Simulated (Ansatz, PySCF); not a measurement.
Gas-phase reaction (SMILES): C[SiH](C)O[SiH](Cl)Cl + O (H2O) + 4 [SiH4] (SiH4) → 2 C[SiH3] + 2 O[SiH3] [hydroxysilane] + 2 [SiH3]Cl [chlorosilane]; bond separation energy.

Each molecule is optimised on its own at B3LYP-D3(BJ)/def2-TZVP (Ansatz, a program for electronic structure), one conformer each, not searched for the lowest. Cores are frozen in the correlated levels unless marked. Spin-orbit coupling is left out. No relativistic terms. CBS(X,Y): correlation extrapolated as X^-3; Hartree-Fock from the larger set. The bracket is a focal-point correction in the basis named. Thermal terms are rigid-rotor harmonic-oscillator values from B3LYP-D3(BJ) frequencies (Ansatz or PySCF) at 298.15 K and 1 atm. 1 Eh = 627.5095 kcal/mol.

```
species                E, RI-MP2/CBS(cc-pV(T+d)Z,cc-pV(Q+d)Z)+[CCSD(T)-MP2]/cc-pV(T+d)Z (Ansatz) (Eh)  E, wB97M-V/def2-TZVPD (Ansatz) (Eh)  H - E (Eh)
---------------------  ------------------------------------------------------------------------------  -----------------------------------  ----------
C[SiH](C)O[SiH](Cl)Cl                                                                     -1654.03752                          -1655.83462     0.11247
C[SiH3]                                                                                    -330.73641                           -331.16515     0.06602
O (H2O)                                                                                     -76.37659                            -76.43347     0.02495
O[SiH3]                                                                                    -366.68646                           -367.14149     0.04319
[SiH3]Cl                                                                                   -750.69114                           -751.50256     0.03058
[SiH4] (SiH4)                                                                              -291.46100                           -291.84546     0.03520
```

### Question
Work out ΔE and ΔH at 298.15 K at the first level, then ΔH at the second.

### Answer

1. ΔE = [2×(-330.73641) + 2×(-366.68646) + 2×(-750.69114)] - [(-1654.03752) + (-76.37659) + 4×(-291.46100)] = 0.03009 Eh = 18.9 kcal/mol at RI-MP2/CBS(cc-pV(T+d)Z,cc-pV(Q+d)Z)+[CCSD(T)-MP2]/cc-pV(T+d)Z.
2. The terms H - E add up to 0.00136 Eh, so ΔH = (0.03009 + (0.00136))×627.5095 = 19.7 kcal/mol.
3. At wB97M-V/def2-TZVPD the same steps give ΔE = 19.8 and ΔH = 20.6 kcal/mol, a shift of +0.9 from the first level.
4. These values are not checked against measurement here, since the tables used lack a sound gas-phase enthalpy of formation for at least one species.
